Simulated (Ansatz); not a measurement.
`[OH][GeH]([F])[GeH3]` + `[GeH3][SeH]` → `[GeH3][Se][GeH3]` + `[OH][GeH2][F]` at 298.15 K and 1 bar (cleavage of the Ge–Ge bond).

Gas-phase electronic energies from Ansatz, PBE0-D4/def2-TZVP geometries. CCSD(T)/CBS is the MP2 limit (def2-TZVPP, def2-QZVPP) plus CCSD(T) − MP2 in def2-TZVPP, frozen cores. For Ge, Se outer-core shells are correlated without core-valence functions, which leaves a few kJ/mol of doubt a bond. Scalar relativity is left out up to krypton. One conformer a species, not always the lowest.

```csv
species,CCSD(T)/CBS energy (Eh),H − E (kJ/mol),S (J/(mol·K))
`[OH][GeH]([F])[GeH3]`,-4330.26117,147.3,370.5
`[GeH3][SeH]`,-4479.23116,96.5,300.6
`[GeH3][Se][GeH3]`,-6556.56757,147.4,372.4
`[OH][GeH2][F]`,-2252.93819,98.4,291.4
```

H − E and S are ideal-gas, rigid-rotor, harmonic terms from PBE0-D4/def2-TZVP, for one conformer and one mirror image of each species. 1 Eh = 2625.50 kJ/mol, R = 8.31446 J/(mol·K).

Problem. By hand: ΔE, ΔH, ΔS and ΔG.

Solution. ΔE = (-6556.56757) + (-2252.93819) − (-4330.26117) − (-4479.23116) = -0.01343 Eh = -35.3 kJ/mol. Δ(H − E) = 147.4 + 98.4 − 147.3 − 96.5 = 2.0, so ΔH = -33.3 kJ/mol. ΔS = 372.4 + 291.4 − 370.5 − 300.6 = -7.3 J/(mol·K). ΔG = -33.3 − 298.15 × (-7.3)/1000 = -31.1 kJ/mol.

Problem. By hand: the equilibrium constant, and the temperature at which ΔG would vanish if ΔH and ΔS stayed fixed.

Solution. log₁₀ K = −ΔG/(RT ln 10) = 5.4. ΔG = 0 at ΔH/ΔS = 4562 K, far beyond where these terms or the molecules hold.

The number of gas molecules stays the same, so ΔS is small and ΔH decides. A doubt of 5 kJ/mol in ΔE shifts log₁₀ K by 0.9 here. Other conformers and mirror images would add mixing entropy, several J/(mol·K) or more a flexible species. Modes under 60 cm⁻¹, often nearly free rotors, make the harmonic entropy too high. These are equilibria of isolated gas molecules and say nothing of rates. Largest T1 diagnostic: 0.012 (customary marks: 0.02 for closed shells, 0.045 for open ones).
